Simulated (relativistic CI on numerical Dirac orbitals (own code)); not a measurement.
## Spin-allowed bands of a d8 ion in a tetrahedral site, by hand

Problem. Take Δ = 4990 cm⁻¹ and B = 780 cm⁻¹ for a d8 ion in a tetrahedral site. Calculate the three spin-allowed bands.

Working.
1. The terms of highest spin are 3F (energy 0) and 3P (15B = 11700 cm⁻¹). Here the F term splits into A2 at +1.2Δ = 5988, T2 at +0.2Δ = 998 and T1 at −0.6Δ = -2994 cm⁻¹.
2. The two T1 states mix through the element 0.4Δ: H = [[-2994, 1996], [1996, 11700]], with roots ½(H₁₁ + H₂₂) ∓ ½√[(H₂₂ − H₁₁)² + 4H₁₂²] = ½(8706) ∓ ½(15227) = -3260 and 11966 cm⁻¹.
3. The ground term is 3T1 at -3260 cm⁻¹.
4. Bands: 3T2 4258 cm⁻¹ (2348 nm), 3A2 9248 cm⁻¹ (1081 nm), 3T1(P) 15227 cm⁻¹ (657 nm).

Check. Exact diagonalisation of the whole d8 shell with these parameters gives 3T2 4258, 3A2 9248, 3T1 15227 cm⁻¹. The match is exact, since without spin-orbit coupling no other term has this spin. The ratio of the second band to the first, 2.172, depends on Δ/B = 6.4 alone, which is how a Tanabe-Sugano diagram is read.
